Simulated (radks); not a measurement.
Excited configurations of Pb: one electron is placed in a higher orbital outside [Hg] 6p1. The ground configuration is [Hg] 6p2. All-electron calculation, Dirac Kohn-Sham, PBE, spin-unpolarised, spherical densities, finite nucleus; open shells fill j = l - 1/2 first; Fermi nuclear charge, rms radius 5.5012 fm. Program: a radial shooting solver on a logarithmic mesh with Libxc functionals. Excitation = E - E(ground); binding = E(ion) - E, where the ion is the core of charge +1; n* = 1/sqrt(2 binding) in atomic units, and the quantum defect is n - n*.

| outer orbital | excitation (eV) | binding (eV) | n* | quantum defect |
|---|---|---|---|---|
| 5f5/2 | 6.451 | 0.915 | 3.856 | 1.144 |
| 6d3/2 | 5.643 | 1.724 | 2.809 | 3.191 |
| 6f5/2 | 6.732 | 0.635 | 4.630 | 1.370 |
| 7s1/2 | 4.304 | 3.063 | 2.108 | 4.892 |
| 7p1/2 | 5.237 | 2.129 | 2.528 | 4.472 |
| 7f5/2 | 6.907 | 0.460 | 5.439 | 1.561 |

The Delta-SCF ionisation energy is 7.366 eV (NIST Atomic Spectra Database: 7.417 eV, measured). Self-interaction in the functional shifts the binding energies and quantum defects, so they are the method's values and not measured ones. Spin polarisation and multiplet splitting are left out, so open shells lie too high by an amount that depends on their filling.

Beside tabulated values, note that spin-unpolarised runs miss the spin-polarisation part of the exchange energy of open shells.
